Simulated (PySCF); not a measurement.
Isomers C$_{5}$H$_{11}$NSi:

A. SMILES CC#C[SiH2]N(C)C
B. SMILES CC#CCN(C)[SiH3]
C. `N(/C)=C/[C@H]1CC[SiH2]1`
D. SMILES C1C[SiH2][C@@H]1N1CC1
E. SMILES [Si@H](C=C)(N)C1CC1

Spectrum 1. 13C{1H} NMR (computed): δ 142.7 (CH2), 141.1 (CH), 4.4 (CH2), 1.2 (CH2), -1.6 (CH).

Spectrum 2. 13C{1H} NMR (computed): δ 112.5 (C), 84.2 (C), 40.7 (CH3), 6.0 (CH3).

Spectrum 3. 13C{1H} NMR (computed): δ 86.5 (C), 83.4 (C), 45.9 (CH2), 39.5 (CH3), 4.7 (CH3).

Spectrum 4. 13C{1H} NMR (computed): δ 62.4 (CH), 32.2 (CH2), 25.7 (CH2), 1.6 (CH2).

Spectrum 5. 13C{1H} NMR (computed): δ 177.9 (CH), 41.2 (CH3), 31.0 (CH), 28.1 (CH2), 7.9 (CH2).

[PySCF 2.14.0 with density-fitted response routines: geometry: GFN2-xTB; PBE0/pcSseg-1 with gauge-including orbitals; rapidly exchanging positions averaged; relativity neglected; a single conformation; isolated molecule]

Scale: TMS for 13C (186.93 ppm) (reference shieldings calculated alike). Shifts are as computed. Against solution values, carbons near 30 ppm lie about +3 ppm off and those near 130 ppm about +5 ppm. Of 1211 compounds with measured shifts, 218 miss one by over three times the rms of a fit or turn the order of signals round; such compounds aren't used in these exercises.

Which spectrum belongs to which compound?

Answers

1–E, 2–A, 3–B, 4–D, 5–C.

- Spectrum 1 (E): 5 13C signals; δC 142.7 is a terminal =CH2 carbon; δC 141.1 is an alkene CH.
- Spectrum 2 (A): 4 13C signals; δC 84.2 is an alkyne carbon; δC 40.7 is a methyl carbon bonded to N.
- Spectrum 3 (B): 5 13C signals; δC 86.5 is an alkyne carbon; δC 83.4 is an alkyne carbon.
- Spectrum 4 (D): 4 13C signals; δC 62.4 is an sp3 CH bonded to N and Si; δC 32.2 is an sp3 CH2 in a ring.
- Spectrum 5 (C): 5 13C signals; δC 41.2 is a methyl carbon bonded to N; δC 28.1 is an sp3 CH2 in a ring.
